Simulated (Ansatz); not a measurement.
Reaction (SMILES): F[Si](F)(Cl)Cl -> F[Si](F)Cl + Cl atom (the Cl-Si bond at the site shown breaks; other sites are not compared here)
Each molecule is optimised on its own at B3LYP-D3(BJ)/def2-TZVP (Ansatz, a quantum-chemistry and plane-wave program).
Geometry of the first species:
SMILES: F[Si](F)(Cl)Cl
```xyz
5

Si    -0.0174    -0.3276     0.0117
F      0.0230    -1.2155     1.3135
F     -0.1563    -1.2966    -1.2238
Cl    -1.6227     0.8923     0.0862
Cl     1.7076     0.7074    -0.1433
```
Charge 0, spin multiplicity 1.

Property: bond dissociation energy (electronic energy difference), in eV. Cores are frozen in the correlated levels unless marked. Open shells are spin-unrestricted. No spin-orbit coupling. Non-relativistic unless marked X2C. Basis-set limits of correlation are two-point, X^-3; Hartree-Fock from the larger set. [CCSD(T)-MP2]/basis is that difference in the basis named.

| level | program | bond dissociation energy (eV) |
|---|---|---|
| revPBE-D4/def2-TZVPD | Ansatz + dftd4 | 4.79 |
| r2SCAN0-D4/def2-TZVPD | Ansatz + dftd4 | 4.92 |
| SCS-MP2/cc-pwCVTZ | Ansatz | 5.04 |

Problem. What does RI-MP2/CBS(cc-pV(T+d)Z,cc-pV(Q+d)Z)+[CCSD(T)-MP2]/cc-pV(T+d)Z (Ansatz) give?

Solution. 5.14 eV, so SCS-MP2/cc-pwCVTZ differs from it by -0.10 eV.
